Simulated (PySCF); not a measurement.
C₃H₉Si, SMILES C[Si](C)C, multiplicity 2. Coordinates come from a PBE-D3(BJ)/def2-SVP optimisation.

The numbers are results of PBE-D3(BJ)/def2-SVP run with PySCF 2.14.0, not measurements.

Harmonic wavenumbers (cm⁻¹): 135, 146, 146, 192, 192, 211, 586, 653, 653, 656, 697, 697, 828, 828, 832, 1198, 1198, 1210, 1366, 1375, 1375, 1380, 1380, 1394, 2953, 2953, 2954, 3049, 3049, 3049, 3078, 3078, 3078. Rotational constants (GHz): 5.377, 5.377, 3.062; symmetry number 3.

Work out the zero-point energy and the ideal-gas rigid-rotor harmonic-oscillator thermochemistry at 298.15 K and 1 atm.

ZPE = ½ Σ hcν = ½ × 46570 cm⁻¹ = 66.58 kcal/mol. H − E(el) = 71.93 kcal/mol. Entropy in cal/(mol K): translation 38.79, rotation 23.52, vibration 17.76, spin 1.38, total 81.44. G − E(el) = 47.65 kcal/mol. Cp = 27.80 cal/(mol K). Modes under 150 cm⁻¹ make the vibrational entropy uncertain.
